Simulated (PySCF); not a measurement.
## Computed vibrations of [Lu(H2O)3]3+

[Lu(H2O)3]3+ (singlet). PySCF 2.14.0, RKS B3LYP, Lu def2-SVP with ECP28, O def2-SVP, H def2-SVP; non-relativistic Hamiltonian with scalar-relativistic core potentials where named; density fitting; no spin-orbit coupling. Central differences of gradients.

```xyz
10

Lu    0.0000    0.0000    0.0000
O     2.1601    0.0000    0.0000
H     2.7777   -0.7398    0.2431
H     2.7777    0.7397   -0.2431
O    -1.0800    1.8707    0.0000
H    -0.7482    2.7755    0.2431
H    -2.0295    2.0357   -0.2431
O    -1.0801   -1.8707    0.0000
H    -2.0295   -2.0357    0.2431
H    -0.7482   -2.7755   -0.2431
```

Run from Python with OMP_NUM_THREADS=4. Where DIIS fails, smearing, a level shift and second-order steps follow.
It took 71 s on 4 threads of Arm Neoverse V1, on a shared host.

(1) What are the harmonic wavenumbers and infrared intensities?

(2) Is this a minimum?

Answers

(1) Modes are labelled in D3; negative numbers are unstable modes, those under 60 cm⁻¹ near the noise; a finer grid moves soft modes by up to 10 cm⁻¹.
```
cm⁻¹  km/mol  symmetry
 -29       –        a2
  83     8.2         e
  83     8.2         e
 114     0.0        a1
 121     0.7         e
 121     0.7         e
 439     0.0        a1
 445    14.8         e
 445    14.8         e
 639     0.0        a2
 671    25.4         e
 671    25.4         e
 684   138.6         e
 684   138.6         e
 700  1039.2        a2
1664   244.5         e
1664   244.5         e
1670     0.0        a1
3483   806.4         e
3483   806.4         e
3507     0.0        a1
3508   137.4        a2
3513   688.8         e
3513   688.8         e
```

(2) Probably not: 1 unstable, though so soft as to be near the noise; the lowest moves the atoms so:
```
Lu   0.00  0.00  0.09
O    0.00  0.00 -0.26
H    0.04  0.00 -0.36
H   -0.04  0.00 -0.36
O    0.00  0.00 -0.26
H   -0.02  0.03 -0.36
H    0.02 -0.03 -0.36
O    0.00  0.00 -0.26
H   -0.02 -0.03 -0.36
H    0.02  0.03 -0.36
```
